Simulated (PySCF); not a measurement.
C2H8FNOSi, SMILES C[Si@@](N)(O)CF. Geometry optimised at PBE-D3(BJ)/def2-SVP. The structure was generated by enumeration; whether it is a known compound was not checked. Other conformers were not sampled.

Computed equilibrium geometry at PBE-D3(BJ)/def2-SVP (PySCF confirms it by a frequency run) as bond lengths and angles (one conformer of several):
Atoms: C1 Si2 N3 O4 C5 F6 H7 H8 H9 H10 H11 H12 H13 H14. Bond lengths (Å): C1–Si2 1.877, C1–H7 1.109, C1–H8 1.110, C1–H9 1.109, Si2–N3 1.742, Si2–O4 1.688, Si2–C5 1.904, N3–H10 1.023, N3–H11 1.023, O4–H12 0.974, C5–F6 1.406, C5–H13 1.114, C5–H14 1.114. Bond angles (°): Si2–C1–H7 110.5, Si2–C1–H8 109.4, Si2–C1–H9 112.5, H7–C1–H8 107.6, H7–C1–H9 108.1, H8–C1–H9 108.6, C1–Si2–N3 107.0, C1–Si2–O4 115.1, C1–Si2–C5 108.4, N3–Si2–O4 109.5, N3–Si2–C5 114.9, O4–Si2–C5 102.1, Si2–N3–H10 119.8, Si2–N3–H11 118.2, H10–N3–H11 110.1, Si2–O4–H12 113.0, Si2–C5–F6 107.8, Si2–C5–H13 112.3, Si2–C5–H14 112.0, F6–C5–H13 109.0, F6–C5–H14 108.8, H13–C5–H14 106.8.
